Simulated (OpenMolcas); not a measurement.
**Ni VIII: Racah parameters, the spin-orbit constant, worked from levels**

```yaml
Program: OpenMolcas 26.06
Basis: ANO-R1 [5s4p2d1f]
Scalar_Hamiltonian: X2C, finite nucleus
Active_space: 3 electrons in 5 orbitals (3d)
State_averaging: 2S+1 = 4 even, 10 roots; 2S+1 = 2 even, 40 roots
Spin-orbit_coupling: state interaction with AMFI integrals over the reference wave functions, term energies averaged over their components
```

Methods: CASSCF; MS-CASPT2, IPEA 0.25 Eh, imaginary shift 0.1 Eh (closed shells correlated: 3s 3p). Measured levels: Corliss and Sugar, J. Phys. Chem. Ref. Data 10, 197 (1981).

**Racah parameters.** Above 4F, d3 has 4P at 15B, 2G at 4B + 3C and 2H at 9B + 3C. The first two fix B and C, and the third tests them; where it misses by thousands of cm-1, two parameters do not describe the configuration (Trees and configuration-interaction terms are left out) and B and C hang on the terms chosen. Term energies are centres of gravity, weighted by 2J + 1.

```tsv
Source	4P	2G	B	C	C/B	2H from B, C	2H found
CASSCF	26596	27421	1773	6776	3.82	36285	36609
MS-CASPT2	23154	25568	1544	6465	4.19	33291	36239
```

Energies in cm-1. From CASSCF to MS-CASPT2, B changes by -12.9 % and C by -4.6 %.

**The spin-orbit constant.** For the Hund term 4F of d3, E(J) = (A/2) J(J+1) + constant and ζ = 2S·A = 3A. From J = 3/2 to J = 9/2 the energy changes by 10.5 A.

```tsv
Source	E(9/2) - E(3/2)	A	ζ
CASSCF	3752.9	357.4	1072
MS-CASPT2	3761.8	358.3	1075
measured	3721.0	354.4	1063
```

All in cm-1. MS-CASPT2 is off by +1.1 % and CASSCF by +0.9 %. Both methods take the spin-orbit matrix elements from the reference wave functions, so the second can move ζ only through the term energies and any multistate remixing. Second-order mixing with other terms is absorbed into this ζ.

CASPT2 does not keep the components of a term degenerate, so their means are used; among the terms shown or strongly mixed into the levels shown the widest spread is 810 cm-1 (3d3 4F, MS-CASPT2). The basis is small and was not contracted for so high a charge. Without dynamic correlation excited terms often stand tens of per cent too high (terms of higher spin than the ground term too low), and those without a measured partner can miss by more than the paired ones (holds for CASSCF). Measured partners are found by configuration, term and J. A level has none where our copy of the source lacks it or the pairing is in doubt (some pairs that miss far off the trend of their configuration count as doubtful), and it then counts in no deviation. Only configurations of the active space appear.
